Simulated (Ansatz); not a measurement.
```yaml
crystal:
  periodic: [false, false, false]
  atoms:
    - {symbol: Zn, position_ang: [-1.348648, -1.343494, 2.779555]}
    - {symbol: Zn, position_ang: [2.775353, -1.352448, -1.347768]}
    - {symbol: Zn, position_ang: [-1.340974, 2.782507, -1.345581]}
    - {symbol: Se, position_ang: [-1.874994, 0.913477, 0.909996]}
    - {symbol: Se, position_ang: [0.914471, 0.911883, -1.874568]}
    - {symbol: Se, position_ang: [0.913528, -1.872832, 0.917130]}
    - {symbol: H, position_ang: [-2.343713, -2.341505, 2.099872]}
    - {symbol: H, position_ang: [-0.497058, -0.488194, 3.776042]}
    - {symbol: H, position_ang: [2.083604, -2.346292, -2.338959]}
    - {symbol: H, position_ang: [3.782076, -0.504212, -0.501463]}
    - {symbol: H, position_ang: [-2.339016, 2.108619, -2.344494]}
    - {symbol: H, position_ang: [-0.484890, 3.774111, -0.489027]}
    - {symbol: H, position_ang: [-3.305603, 0.677368, 0.671590]}
    - {symbol: H, position_ang: [-2.144180, 1.935002, 1.930895]}
    - {symbol: H, position_ang: [0.670463, 0.663243, -3.302084]}
    - {symbol: H, position_ang: [1.933589, 1.931727, -2.156778]}
    - {symbol: H, position_ang: [0.673743, -3.302341, 0.676004]}
    - {symbol: H, position_ang: [1.932259, -2.146629, 1.939648]}
basis:
  gaussian: {orbitals: 6-31G, final_grid: {core_spheres: 1, valence_spheres: 1, degree: 5}}
hamiltonian: {xc: {name: wB97M-V}}
scf: {lower_state_search: off}
```

```sh
$ ansatz run in.yaml --threads 4 --pin off --events-out ev --progress --plain --max-ram 4787MiB
```

It prints (some lines left out):

```
Functional definition: wB97M-V
1992 factors; integrals over basis functions are off by at most 3.1e-4 eV
472 factors; integrals over basis functions are off by at most 1.4e-5 eV
mean field evaluation 1: about -341420.0650 eV, gradient 3.6e1 eV
mean field evaluation 2: about -341421.6452 eV, gradient 3.3e1 eV
mean field evaluation 4: about -341422.6021 eV, gradient 8.6e-1 eV
mean field evaluation 8: about -341450.4655 eV, gradient 7.4e1 eV
mean field evaluation 16: about -341454.6611 eV, gradient 8.4e-4 eV
mean field -341454.66111878 eV, -12548.2273498333 hartree, gradient 2.2e-6 eV, S^2 0.000000; 0 other end points of the search recorded, 0 dependent functions left out
reference -341454.66147473 eV, -12548.2273629141 hartree; 102, 102 occupied and 96, 96 virtual orbitals, 1992 factors
Total energy: -341454.66147473 eV, -12548.2273629141 hartree
Checks for a lower state left out: stability, starts, cluster_reference, orbital_swaps, neighbouring_geometries, increment
```

(1) Something in this input is off. What?

## Answers

(1) The integration grid is far too coarse. The run converged. The result belongs to that input, not to the species as meant.
